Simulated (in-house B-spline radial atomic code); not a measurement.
Values are calculated unless marked as measured or tabulated.
Correlation energy from the adiabatic connection: −Z exp(−kr)/r, Z = 2.47, k = 0.321

Two electrons in a singlet, external potential −Z exp(−kr)/r, Z = 2.47, k = 0.321 (atomic units). Full CI in B-splines (partial waves to l = 8, correlation up to 0.6 % small) with the density held fixed gives W(λ) = <V_ee>_λ − U, and E_c is the integral of W(λ) − W(0) from 0 to 1.

```
   λ  W(λ) − W(0) (hartree)
   0                0.00000
0.02               -0.00192
0.05               -0.00476
0.12               -0.01129
0.25               -0.02300
 0.4               -0.03587
 0.6               -0.05205
 0.8               -0.06720
   1               -0.08142
```

Question: Integrate the table by the trapezoid rule.

Answer: The strips give -0.00002, -0.00010, -0.00056, -0.00223, -0.00442, -0.00879, -0.01193, -0.01486, which sum to -0.04290 hartree. The direct value, W(1) − W(0) + T_c with T_c = 0.03845, is -0.04297; the curve is convex, so chords lie above it and the trapezoids fall short in size by 0.15 %.

Question: Now use only three numbers: W(0) = -1.2902, the initial slope W'(0) = -0.09611 (extrapolated from the first points) and the strong-coupling limit of the point-charge-plus-continuum model, W∞ = -1.8408. What do second-order theory and the interpolation W(λ) = W∞ + (W(0) − W∞)/√(1 + 2χλ) of Seidl, Perdew and Levy give?

Answer: Second order keeps the slope alone: E_c = W'(0)/2 = -0.04806, +12 % in size against -0.04297. Matching the slope fixes χ = W'(0)/(W∞ − W(0)) = -0.09611/(-0.55060) = 0.17456. Integrating, with s = √(1 + 2χ) = 1.161512, E_c = −(W(0) − W∞)(s − 1)/(s + 1) = −0.55060 × 0.161512/2.161512 = -0.04114 hartree, -4.2 % in size against the full result. At λ = 1 the formula gives W − W(0) = -0.07656 against -0.08142. Part of the miss can come from the model's W∞.
